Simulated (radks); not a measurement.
Results of a calculation; reference values are marked as such.
Species: Dy V. Configuration: [Kr] 4d10 4f8 5s2 5p5 6p1 (not the ground configuration). Level of theory: non-relativistic Kohn-Sham, MS2 meta-GGA, spin-polarised, spherical densities, point nucleus; open shells are filled with parallel spins first (spin-orbit coupling, left out, can overturn this in heavy ions); meta-GGA in the generalised Kohn-Sham scheme; relativity is left out, which matters for an element this heavy (a radial shooting solver on a logarithmic mesh with Libxc functionals).

Local quantities along the radius. ELF = 1/(1 + alpha^2) is the electron localisation function; alpha = (tau - tau_W)/tau_unif compares the Pauli kinetic energy density with that of the uniform gas (summed over spins); -r V(r) is the screened charge that the Kohn-Sham potential of spin up presents (atomic units); s = |grad rho|/(2 (3 pi^2)^(1/3) rho^(4/3)) is the reduced gradient.

r (bohr),ELF,alpha,-r V(r),s
0.001028,1.000,0.02216,65.65,0.3785
0.001382,0.999,0.02359,65.53,0.3844
0.001873,0.999,0.02574,65.35,0.3926
0.002518,0.999,0.02887,65.12,0.4037
0.003412,0.999,0.03386,64.80,0.4194
0.004588,0.998,0.04179,64.39,0.4407
0.006218,0.997,0.05596,63.82,0.4714
0.00836,0.993,0.08206,63.09,0.5130
0.01133,0.981,0.1385,62.12,0.5716
0.01535,0.931,0.2731,60.89,0.6442
0.02064,0.737,0.5969,58.96,0.6988
0.02798,0.404,1.216,57.01,0.6283
0.03762,0.342,1.388,54.48,0.3880
0.05098,0.580,0.8514,51.45,0.2721
0.06854,0.728,0.6110,47.94,0.3603
0.09289,0.564,0.8799,43.44,0.4700
0.1249,0.356,1.344,38.81,0.3401
0.1693,0.600,0.8168,33.76,0.2365
0.2294,0.715,0.6308,28.44,0.4451
0.3084,0.304,1.513,23.25,0.5522
0.418,0.449,1.107,18.23,0.1581
0.562,0.738,0.5959,14.03,0.3476
0.7616,0.503,0.9943,10.23,0.6332
1.024,0.313,1.483,7.887,0.5831
1.388,0.615,0.7908,6.484,0.6741
1.866,0.442,1.124,5.470,1.313
2.529,0.063,3.857,4.836,1.534
3.427,0.370,1.305,4.740,1.483
4.607,0.235,1.802,4.456,3.883
6.244,0.012,9.046,4.278,14.43

On this mesh the ELF has minima near r = 0.032, 0.12, 0.36, 1.0, 2.5 bohr, which separate the shells, and maxima near 0.069 (0.73), 0.23 (0.72), 0.56 (0.74), 1.6 (0.64), 4.0 (0.39).
